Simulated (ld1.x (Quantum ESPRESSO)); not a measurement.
## Configuration tests for S (RRKJ)

- Element: S (Z = 16)
- Generator: ld1.x (Quantum ESPRESSO) 7.5
- Type: norm-conserving RRKJ (Kleinman–Bylander form)
- Functional: PBE
- Relativity: scalar-relativistic
- Frozen core: [Ne]
- Valence charge: 6
- Reference configuration: 3s2 3p3 (charge +1)
- Partial waves: 3p (bound): rc 1.20 bohr; 3s (bound): rc 1.40 bohr
- Local potential: the s channel
- Core correction: a·sin(br)/r model core inside 0.95 bohr
- rho0: 0.005

Energies are relative to the spin-unpolarised reference configuration 3s2 3p3; without spin polarisation the order of configurations can differ from experiment.

| valence configuration | charge | ΔE all-electron (eV) | error AE − PS (meV) |
| --- | --- | --- | --- |
| 3s2 3p4 | 0 | -11.769 | +5.0 |
| 3s2 3p2 | +2 | 22.284 | +8.0 |
| 3s2 3p1 | +3 | 56.325 | +46 |
| 3s1 3p5 | 0 | -1.458 | +3.5 |
| 3s1 3p4 | +1 | 10.879 | +1.6 |
| 3s2 3p4.3 | -0.3 | -13.478 | +7.0 |
| 3s0 3p6 | 0 | 8.971 | +5.6 |

Levels in the configuration 3s2 3p1:

| level | all-electron (eV) | pseudo (eV) |
| --- | --- | --- |
| 3s | -52.242 | -52.171 |
| 3p | -40.274 | -40.213 |
